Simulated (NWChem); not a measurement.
A series in which one site is exchanged, each optimised at PBE0/def2-SVP with NWChem, gas phase unless a solvent is named. All stand in one matching conformer (torsions within 35°), which need not be the lowest. This build's default masses of Se (78.918 u) and Br (79.917 u) are each other's, which moves their modes by up to 0.6 %.

A: C[O][GaH2] (CH5GaO; site = H)
B: C[O][GaH][Cl] (CH4ClGaO; site = Cl)
C: C[O][GaH][F] (CH$_{4}$FGaO; site = F)
D: C[O][GaH][Br] (CH$_{4}$BrGaO; site = Br)

Task: Rank them by static polarisability, CAM-B3LYP/def2-SVPD (bohr³), lowest first.

Result: C (43.7), A (47.3), B (58.7), D (66.1)
